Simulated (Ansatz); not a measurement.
Job for Ansatz (a first-principles code): R-wB97M-V/def2-TZVPP on H2Se2 (SMILES [SeH][SeH]), atoms moved off the minimum.

Ansatz 0.2 input:
```yaml
crystal:
  periodic: [false, false, false]
  atoms:
    - {symbol: Se, position_ang: [0.41191052, -0.88112716, 0.53217973]}
    - {symbol: H, position_ang: [-0.05881429, -1.90314169, -0.31697803]}
    - {symbol: Se, position_ang: [-0.17200179, 0.87590679, -0.63219042]}
    - {symbol: H, position_ang: [-1.68031655, 1.13108866, 0.11722564]}
basis:
  gaussian:
    orbitals: def2-TZVPP
hamiltonian:
  xc: {name: wB97M-V}
scf: {lower_state_search: off}
output: {forces: true}
```

It printed:

```
WARN ansatz: RAYON_NUM_THREADS=1 ignored (pool sized by the plan → 1); use --threads N
Functional definition: wB97M-V
these checks for a lower state are left out or cut short: stability, starts, cluster_reference, orbital_swaps, neighbouring_geometries, increment
integrals: 0.07 GiB planned
908 factors; their error is unknown
integrals: 0.10 GiB planned
160 factors; integrals over basis functions are off by at most 2.4e-5 eV
mean field: 0.64 GiB planned
mean field evaluation 1: about -130723.2075 eV, gradient 1.1e1 eV
mean field evaluation 2: about -130723.4858 eV, gradient 5.7e0 eV
mean field evaluation 4: about -130723.5361 eV, gradient 4.0e-1 eV
mean field evaluation 8: about -130724.0113 eV, gradient 4.1e-1 eV
mean field evaluation 16: about -130724.0115 eV, gradient 4.0e-3 eV
mean field -130724.01148166 eV, -4804.0188140334 hartree, gradient 5.2e-6 eV, S^2 0.000000; 0 other end points of the search recorded, 0 dependent functions left out
the calculation of the forces begins
reference -130724.01151702 eV, -4804.0188153331 hartree; 35, 35 occupied and 89, 89 virtual orbitals, 908 factors
Total energy: -130724.01151702 eV, -4804.0188153331 hartree
Atom 0 at     0.411911    -0.881127     0.532180 Å, force     1.322978    -0.881731     2.207322 eV/Å
Atom 1 at    -0.058814    -1.903142    -0.316978 Å, force    -0.563232    -1.001377    -0.947019 eV/Å
Atom 2 at    -0.172002     0.875907    -0.632190 Å, force    -3.286208     2.223645     0.115124 eV/Å
Atom 3 at    -1.680317     1.131089     0.117226 Å, force     2.526462    -0.340537    -1.375427 eV/Å
Dipole moment:    -0.123834    -0.098518    -0.035162 e Å
Checks for a lower state left out: stability, starts, cluster_reference, orbital_swaps, neighbouring_geometries, increment
```

Self-consistency was reached.

Cost: around 7 core-seconds (rough).
